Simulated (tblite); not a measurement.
A tight-binding relaxation on `CO[CH]B1CCCC1` [radical].

Computed with GFN2-xTB geometry optimisation, gas phase (tblite 0.8.0). Start geometry: from a force field or distance geometry. A driver script takes a list of jobs; this job's settings line and coordinates (Å) are shown.

Command:
```bash
OMP_NUM_THREADS=1 python probes_run.py task.json out
```

Input:
```
{"job": {"kind": "relax", "xc": "GFN2-xTB", "basis": "xTB"}, "charge": 0, "multiplicity": 2}
C      2.999000     0.490600     0.173800
O      1.787700     0.319300     0.871200
C      1.375500    -0.997200     0.629000
B     -0.213500    -0.982500     0.390500
C     -0.855900    -0.940300    -1.037500
C     -1.521100     0.407900    -1.047800
C     -1.991500     0.715200     0.340500
C     -1.218900    -0.161400     1.310300
H      3.267400    -0.386000    -0.424000
H      3.829700     0.713300     0.847100
H      2.773200     1.315800    -0.553500
H      1.831500    -1.272300    -0.350400
H     -0.044500    -0.940900    -1.794000
H     -1.524100    -1.780100    -1.263500
H     -0.723900     1.165300    -1.288600
H     -2.330200     0.414800    -1.787700
H     -1.776500     1.783400     0.540100
H     -3.069400     0.521100     0.477800
H     -1.912900    -0.821300     1.884700
H     -0.686600     0.446100     2.078900
```

Output:
```
step      E/eV     max force
  0    -656.55614    3.524
  1    -656.98209    2.549
  2    -657.26852    1.325
  3    -657.43877    1.105
  4    -657.57258    0.699
  5    -657.62118    0.507
  6    -657.66394    0.441
  7    -657.69753    0.452
  8    -657.73082    0.432
  9    -657.75819    0.353
... (103 lines left out)
113    -658.42407    0.016
114    -658.42411    0.016
115    -658.42415    0.015
116    -658.42421    0.017
117    -658.42427    0.017
118    -658.42433    0.018
119    -658.42438    0.017
120    -658.42443    0.012
121    -658.42445    0.010
122    -658.42447    0.009
```

«max force» is the largest atomic force in eV/Å.

Task: From which step on does the largest force stay under 0.1 eV/Å, and how much energy is left to gain from there?

Result: From step 90 (0.096 eV/Å), 9.4 meV above the end.

Summary of the converged run: energy lowered by 43.1 kcal/mol over 122 steps; largest atomic force 0.009 eV/Å at the end.

Time: 0.68 s. Hardware: an Arm Neoverse V2 with one thread (shared host).
Labels such as C1 count atoms from 1, the log's own numbers from 0.
